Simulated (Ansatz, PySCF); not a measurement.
1,1,1-trifluoropropane (C₃H₅F₃), SMILES CCC(F)(F)F. Atoms are numbered in the order given.

```xyz
11

C     -2.0372     0.0877     0.3392
C     -0.8447    -0.8240     0.0589
C      0.4553    -0.0672    -0.0932
F      0.4058     0.8177    -1.1118
F      1.4855    -0.9009    -0.3394
F      0.7641     0.6307     1.0207
H     -1.8867     0.6532     1.2706
H     -2.1808     0.8069    -0.4806
H     -2.9559    -0.5076     0.4413
H     -0.6965    -1.5501     0.8729
H     -0.9893    -1.3972    -0.8697
```

Geometry: TPSSh-D3(BJ)/def2-SVP.

Two levels are set side by side: PBE-D3(BJ)/def2-SVP (Ansatz, an electronic-structure program) and TPSSh-D3(BJ)/def2-SVP (PySCF). Each level has its own optimised geometry; the coordinates shown are those of the second. Frequencies come from the Hessian of PySCF at each geometry. Differences are taken from unrounded values.

| quantity | TPSSh-D3(BJ) |
|---|---|
| mean bond length (Å) | 1.259 |
| bond C1–C2 (Å) | 1.527 |
| bond C2–C3 (Å) | 1.512 |
| bond C3–F4 (Å) | 1.350 |
| bond C3–F5 (Å) | 1.348 |
| bond C3–F6 (Å) | 1.350 |
| bond C1–H7 (Å) | 1.100 |
| bond C1–H8 (Å) | 1.100 |
| bond C1–H9 (Å) | 1.099 |
| bond C2–H10 (Å) | 1.101 |
| bond C2–H11 (Å) | 1.101 |
| highest harmonic wavenumber (cm⁻¹) | 3144 |
| mean harmonic wavenumber (cm⁻¹) | 1316 |
| zero-point energy (kcal/mol) | 50.79 |

### Question
What does PBE-D3(BJ) give, and how far is it from TPSSh-D3(BJ)? (Estimate from the structure and the level; the computed values follow.)

### Answer

```csv
quantity,PBE-D3(BJ),PBE-D3(BJ) minus TPSSh-D3(BJ)
mean bond length (Å),1.265,0.006
bond C1–C2 (Å),1.527,0.000
bond C2–C3 (Å),1.515,0.003
bond C3–F4 (Å),1.357,0.007
bond C3–F5 (Å),1.355,0.007
bond C3–F6 (Å),1.357,0.007
bond C1–H7 (Å),1.108,0.008
bond C1–H8 (Å),1.108,0.008
bond C1–H9 (Å),1.107,0.007
bond C2–H10 (Å),1.109,0.008
bond C2–H11 (Å),1.109,0.008
highest harmonic wavenumber (cm⁻¹),3085,-59
mean harmonic wavenumber (cm⁻¹),1281,-35
zero-point energy (kcal/mol),49.45,-1.34
```

Exact exchange shortens and stiffens bonds; PBE has none. Differences between two approximate levels are no errors against the true value.
